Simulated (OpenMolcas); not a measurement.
**Tc5+: moving or changing the point charges**

Tc5+ among 6 point charges of -1.7 e arranged as an octahedron (Oh), 1.96 Å from the ion.
```
   1.9600    0.0000    0.0000  -1.70
   0.0000    1.9600    0.0000  -1.70
  -1.9600    0.0000    0.0000  -1.70
   0.0000   -1.9600    0.0000  -1.70
   0.0000    0.0000    1.9600  -1.70
   0.0000    0.0000   -1.9600  -1.70
```

```yaml
Program: OpenMolcas
Method: CASSCF
Basis: ANO-RCC-VDZP [6s5p3d1f]
Scalar_Hamiltonian: DKH2, point nucleus
Active_space: 2 electrons in 5 orbitals (4d)
State_averaging: 2S+1 = 3 even, 10 roots; 2S+1 = 1 even, 15 roots
Spin-orbit_coupling: RASSI with atomic mean-field integrals over the reference wave functions
```

Runs around this geometry, states (labels of O, the rotations of Oh). Energies in cm-1 above the lowest state or level, χT in cm3 K/mol; under a threefold ground state the first gap can be a small split of the lowest multiplet, not the spin-orbit step; 10Dq and B are least-squares fits to the states below 45000 cm-1, weighted by degeneracy, with a free offset, and given where the rms deviation is under 5 % of |10Dq| (or 100 cm-1) and under 700 cm-1.

| R (Å) | q (e) | Ground state | First state of that spin | 10Dq | B (rms of fit) | First gap with spin-orbit (degeneracies) | χT at 300 K | First state of another spin |
| --- | --- | --- | --- | --- | --- | --- | --- | --- |
| 2.14 | -1.1 | 3T1 | 3T2 2622 | 3180 | 939 (16) | 444.3 (2, 3) | 0.160 | 1T2 13230 |
| 1.96 | -1.7 | 3T1 | 3T2 6347 | 7468 | 941 (51) | 301.8 (2, 3) | 0.157 | 1T2 13665 |
| 2.3 | -1.7 | 3T1 | 3T2 2840 | 3436 | 940 (17) | 438.5 (2, 3) | 0.156 | 1T2 13286 |

Taking |10Dq| as R^-n, n = -ln(3436 / 7468) / ln(2.3 / 1.96) = 4.9 between the shortest and longest distance. The point-charge formula for a cubic d site gives n = 5.

An orbital triplet at a regular site is open to Jahn-Teller coupling, which can distort the site and quench the lowest spin-orbit gaps and is left out. Without dynamic correlation the repulsion within the d shell is too large (B by tens of per cent), so at a given field states of lower spin stand too high. This field is weak: 10Dq is about 3180 cm-1, while octahedral complexes of 4d ions of charge 3 and more, computed by the same method with explicit ligands, had a median near 25000 cm-1. Ground spin and moment need not be those of a real site (figures for R = 2.14, q = -1.1; the like holds for R = 1.96, q = -1.7, R = 2.3, q = -1.7). This is an electrostatic model: the charges have no orbitals. No measured value stands beside these numbers.
